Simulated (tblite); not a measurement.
Species: CH8OSSi2.
Numbering: `[CH3:1][S:2][Si@@H:3]([OH:4])[SiH3:5]` (hydrogens: H6, H7, H8 on C1; H9 on Si3; H10 on O4; H11, H12, H13 on Si5)

Computed with GFN2-xTB (tblite), gas phase: Langevin dynamics at 300 K from the optimised GFN2-xTB geometry, time step 0.5 fs, friction 0.01 fs⁻¹, 2000 steps.

Start geometry:
```
atom  x, y, z in Å
C1     -2.157   -0.132   -0.688
S2     -1.103   -1.495   -0.117
Si3     0.427   -0.336    0.892
O4      1.479   -1.406    1.509
Si5     1.681    0.991   -0.516
H6     -2.491    0.453    0.164
H7     -3.009   -0.576   -1.191
H8     -1.601    0.492   -1.382
H9     -0.321    0.299    1.987
H10     1.205   -2.252    1.856
H11     2.417    0.237   -1.536
H12     0.823    1.940   -1.241
H13     2.645    1.784    0.245
```

The statistics below take the 31 frames saved every 25 fs from 250 to 1000 fs; their kinetic temperature (all 3N coordinates) averages 299 K.

Q: Give the mean, spread and extremes of the bond lengths.

A: 
```tsv
bond	start (Å)	mean (Å)	standard deviation (Å)	shortest (Å)	longest (Å)
C1–S2	1.815	1.819	0.045	1.730	1.928
S2–Si3	2.168	2.182	0.034	2.120	2.253
Si3–O4	1.622	1.628	0.031	1.563	1.708
Si3–Si5	2.306	2.320	0.041	2.262	2.408
C1–H6	1.086	1.093	0.033	1.026	1.153
C1–H7	1.085	1.089	0.024	1.049	1.146
C1–H8	1.086	1.091	0.031	1.036	1.152
Si3–H9	1.470	1.471	0.041	1.392	1.552
O4–H10	0.955	0.956	0.025	0.916	1.006
Si5–H11	1.465	1.483	0.051	1.399	1.639
Si5–H12	1.470	1.469	0.034	1.409	1.537
Si5–H13	1.463	1.481	0.049	1.377	1.568
```

Q: Give the same statistics for bond angles, one of each kind.

A: 
| angle | start (°) | mean (°) | standard deviation (°) | smallest (°) | largest (°) |
| --- | --- | --- | --- | --- | --- |
| S2–C1–H6 | 109.6 | 110.7 | 3.2 | 104.0 | 118.3 |
| S2–C1–H7 | 107.1 | 108.0 | 4.9 | 99.3 | 116.6 |
| H6–C1–H7 | 110.0 | 109.2 | 3.9 | 103.4 | 118.5 |
| C1–S2–Si3 | 98.9 | 101.0 | 4.7 | 94.1 | 111.7 |
| S2–Si3–O4 | 106.4 | 106.9 | 5.5 | 98.5 | 118.0 |
| S2–Si3–Si5 | 114.0 | 109.7 | 3.6 | 104.0 | 116.3 |
| S2–Si3–H9 | 102.6 | 104.0 | 5.2 | 95.1 | 114.0 |
| O4–Si3–Si5 | 105.0 | 110.7 | 7.3 | 95.0 | 120.9 |
| O4–Si3–H9 | 109.4 | 105.1 | 6.2 | 93.4 | 117.5 |
| Si5–Si3–H9 | 118.9 | 118.8 | 6.9 | 104.2 | 132.3 |
| Si3–O4–H10 | 122.4 | 123.3 | 5.5 | 111.9 | 133.0 |
| Si3–Si5–H11 | 113.7 | 109.6 | 5.8 | 99.8 | 122.8 |
| Si3–Si5–H12 | 110.8 | 112.5 | 5.7 | 94.4 | 124.2 |
| H11–Si5–H12 | 106.4 | 107.8 | 7.0 | 96.0 | 120.4 |

Q: How far does each atom move about its mean position (frames aligned on the start, all atoms weighted alike), and what rms force does it feel?

A: 
```
atom  rms displacement (Å)  rms force (eV/Å)
  C1                  0.22              1.80
  S2                  0.39              1.02
 Si3                  0.21              1.45
  O4                  0.25              1.53
 Si5                  0.19              1.41
  H6                  0.51              1.11
  H7                  0.43              0.90
  H8                  0.46              1.07
  H9                  0.36              0.76
 H10                  0.44              1.18
 H11                  0.86              0.83
 H12                  0.87              0.66
 H13                  0.82              0.93
```

The displacements run from 0.19 to 0.87 Å, the largest at H12.

Q: How widely does the potential energy scatter, against a harmonic estimate?

A: Mean 0.44 eV above the start, standard deviation 0.103 eV, range 0.28 to 0.68 eV. For 33 classical harmonic modes at 300 K the canonical values are 33kT/2 = 0.43 eV and kT·√(33/2) = 0.105 eV.

The run is classical and short, so these are rough statistics of one trajectory.

What follows is the cost of the whole dynamics run. On one thread of an Arm Neoverse N1, no GPU (shared host), this took 20 s wall and 0.18 GiB of memory at its peak.
